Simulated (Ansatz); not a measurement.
`C=CO[Si](F)(F)F` + `BBCl` → `F[Si](F)(F)BCl` + `BOC=C`  (redistribution)

Computed with Ansatz on PBE0-D4/def2-TZVP structures; ΔE is electronic, products minus reactants. CCSD(T)/CBS adds triple-zeta CCSD(T) − MP2 to the extrapolated MP2 energy (def2 sets, frozen cores). Functionals use def2-TZVPP. B3LYP here is the variant with VWN-RPA as its local correlation; programs differ in this. One conformer a species, not always the lowest.

`C=CO[Si](F)(F)F`:

Z-matrix (Å, degrees):
```
Si
F 1 1.564
F 1 1.569 2 108.9
O 1 1.609 2 107.2 3 121.5
F 1 1.569 2 108.9 3 -117.0
C 4 1.364 1 130.1 2 179.9
C 6 1.322 4 126.1 1 0.2
H 6 1.084 4 111.0 1 -179.8
H 7 1.081 6 119.1 4 -180.0
H 7 1.084 6 123.1 4 0.0
```

`BBCl`:

```xyz
6

B     0.030   -0.687   -0.543
B    -0.206    0.625    0.435
Cl    1.161    1.211    1.363
H    -0.133   -1.806   -0.145
H     0.381   -0.567   -1.683
H    -1.232    1.224    0.574
```

`F[Si](F)(F)BCl`:

```xyz
7

F     0.175   -1.918    0.569
Si   -0.552   -0.617    0.051
F    -1.728   -0.304    1.060
F    -1.206   -0.971   -1.345
B     0.674    0.966   -0.121
Cl    2.345    0.816    0.288
H     0.293    2.029   -0.501
```

`BOC=C`:

Cartesian coordinates in Å:
```
B 1.229 -1.349 -0.120
O 0.239 -0.626 0.445
C -0.296 0.473 -0.163
C -1.264 1.173 0.401
H 1.623 -2.291 0.498
H 1.664 -1.029 -1.191
H 0.137 0.714 -1.131
H -1.666 2.038 -0.107
H -1.666 0.897 1.368
```

CCSD(T)/CBS gives -21.4 kJ/mol.

Task: Another level gave -19.3 kJ/mol. Which?
A. r2SCAN/def2-TZVPP
B. HF/def2-TZVPP
C. PBE/def2-TZVPP
D. B3LYP/def2-TZVPP

Result: A. r2SCAN -19.3, HF/def2-TZVPP -5.0, B3LYP -29.6, PBE -39.6 kJ/mol.

Largest T1 diagnostic among the species: 0.014.

The D4 term adds +3.1 kJ/mol with B3LYP and +1.6 kJ/mol with PBE0; it sums over pairs of atoms, weighted by their polarisabilities, and B3LYP, whose exchange is more repulsive, gets the larger term. In def2-TZVPP, CCSD(T) changes the Hartree–Fock value by −18.2 kJ/mol (the triples alone add −4.3 kJ/mol) and MP2 by −17.9 kJ/mol. From PBE to PBE0 (25 % exact exchange), in def2-TZVPP and without D4, ΔE moves by +10.7 kJ/mol.
